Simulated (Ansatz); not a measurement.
Consider the ligand exchange at the Nb–Cl bond: `[NH]=[Nb]([NH2])([NH2])[Cl]` + NH₃ → `[NH]=[Nb]([NH2])([NH2])[NH2]` + HCl.

Calculated with Ansatz (gas phase, PBE0-D4/def2-TZVP geometries, no zero-point term in ΔE). CCSD(T)/CBS is the MP2 limit (def2-TZVPP, def2-QZVPP) plus CCSD(T) − MP2 in def2-TZVPP, frozen cores. This one scheme is used for every species. Functionals use def2-TZVPP. def2 core potentials past Kr. For Nb outer-core shells are correlated without core-valence functions, which leaves a few kJ/mol of doubt a bond. One conformer a species, not always the lowest.

| level | ΔE (kJ/mol) |
| --- | --- |
| revPBE-D4 | 106.5 |
| MP2/def2-SVP | 114.9 |

Question: What does CCSD(T)/CBS give? (Best estimate.)

Answer: Ansatz gave: +109.2 kJ/mol. The listed levels differ from it by -2.7, 5.7 kJ/mol.

Largest T1 diagnostic among the species: 0.020, so the coupled-cluster value is less sure than usual.

Leaving LDA and LC-ωPBE aside and taking each functional with its dispersion term where it has one, the values, not all of them listed here, spread over 11.3 kJ/mol, from BLYP-D4 to B97M-V. LDA lies −6.3 kJ/mol from PBE without D4. At CCSD(T), def2-SVP lies −3.4 kJ/mol from the extrapolated value and def2-TZVPP −2.3 kJ/mol. From BLYP to BHLYP (50 % exact exchange), in def2-TZVPP and without D4, ΔE moves by +5.0 kJ/mol.
